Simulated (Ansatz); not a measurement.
(CuF)n: PBE-D4/def2-TZVP single points in Ansatz on relaxed structures, gas phase. Each cluster is the lowest isomer that a short search found in that spin, judged at the geometry's level, and lower ones may exist. Binding counts from free atoms in the multiplicity of their measured ground term, without zero-point energy. Singlets are spin-restricted. The structures are stationary points that may keep the symmetry of their start. Remarks come from the PBE and PBE0 runs and from stability tests at other levels; not every state was tested. HOMO above LUMO (over both spins in singlets and doublets, within one spin in higher multiplets; at PBE or PBE0), or a gap under 0.15 eV within one spin, warns that the state may not be the lowest or that an electron is smeared out.

Estimate the order by vertical IE (eV), lowest first.
A. (CuF)2 ring (Cu2F2) (singlet)
B. Cu2F2 (singlet)
C. Cu3F3 (singlet)

A (8.62), C (8.90), B (9.43).

In full:

| species | atoms | state | geometry | HOMO (eV) | LUMO (eV) | gap (eV) | vertical IE (eV) | binding per atom (eV) | lowest of the spins relaxed | point group (within 0.1 Å) | remarks |
| --- | --- | --- | --- | --- | --- | --- | --- | --- | --- | --- | --- |
| (CuF)2 ring (Cu2F2) | 4 | singlet | PBE0-D4/def2-SVP | -4.86 | -3.41 | 1.45 | 8.62 | 2.58 | – | D2h | – |
| Cu2F2 | 4 | singlet | PBE-D4/def2-SVP | -5.87 | -4.64 | 1.24 | 9.43 | 2.63 | singlet, of singlet/triplet/quintet | Cs | gap within one spin near zero at PBE or PBE0 (+1 doublet) |
| Cu3F3 | 6 | singlet | r2SCAN-D4/def2-SVP | -5.66 | -3.11 | 2.54 | 8.90 | 3.04 | singlet, of singlet/triplet/quintet | D3h | gap within one spin near zero at PBE or PBE0 (+1 doublet), gap within one spin near zero at PBE or PBE0 (triplet) |

The gap (eV) runs from 1.24 (Cu2F2) to 2.54 (Cu3F3). The vertical IE (eV) runs from 8.62 ((CuF)2 ring) to 9.43 (Cu2F2). The binding per atom (eV) runs from 2.58 ((CuF)2 ring) to 3.04 (Cu3F3).
